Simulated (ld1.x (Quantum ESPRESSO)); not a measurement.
# Reading a pseudo-wave (carbon (C))

Columns: radius, all-electron u(r) and pseudo u(r) of the 2s shell (level -13.75 eV) of carbon in the configuration [He] 2s2 2p2; PBE, scalar-relativistic, ultrasoft scheme, ld1.x (Quantum ESPRESSO) 7.5.

| r (bohr) | all-electron | pseudo |
| --- | --- | --- |
| 0.080 | 0.3030 | -0.1036 |
| 0.160 | 0.3448 | -0.2052 |
| 0.240 | 0.2578 | -0.3030 |
| 0.320 | 0.1139 | -0.3951 |
| 0.400 | -0.0474 | -0.4803 |
| 0.480 | -0.2048 | -0.5571 |
| 0.560 | -0.3474 | -0.6247 |
| 0.640 | -0.4706 | -0.6825 |
| 0.720 | -0.5736 | -0.7304 |
| 0.800 | -0.6563 | -0.7684 |
| 0.880 | -0.7199 | -0.7968 |
| 0.960 | -0.7660 | -0.8163 |
| 1.040 | -0.7967 | -0.8277 |
| 1.120 | -0.8143 | -0.8317 |
| 1.200 | -0.8207 | -0.8293 |
| 1.280 | -0.8178 | -0.8213 |
| 1.360 | -0.8074 | -0.8084 |
| 1.440 | -0.7911 | -0.7911 |
| 1.520 | -0.7700 | -0.7700 |
| 1.600 | -0.7454 | -0.7454 |
| 1.680 | -0.7182 | -0.7182 |
| 1.760 | -0.6892 | -0.6892 |
| 1.840 | -0.6590 | -0.6590 |
| 1.920 | -0.6282 | -0.6282 |
| 2.000 | -0.5972 | -0.5972 |
| 2.080 | -0.5664 | -0.5664 |

**Question.** How many radial nodes do the two functions have?

**Answer.** The all-electron 2s function has n − l − 1 = 1; the pseudo-wave has 0, since the states of the same l below it are removed with the core.

**Question.** At about which radius was the pseudo-wave matched?

**Answer.** 1.50 bohr, where the columns begin to agree (steps of 0.08 bohr).

**Question.** Is the pseudo-wave norm-conserving?

**Answer.** No, it belongs to an ultrasoft set: the norm inside the radius is not constrained, and the difference is carried by the augmentation charge.
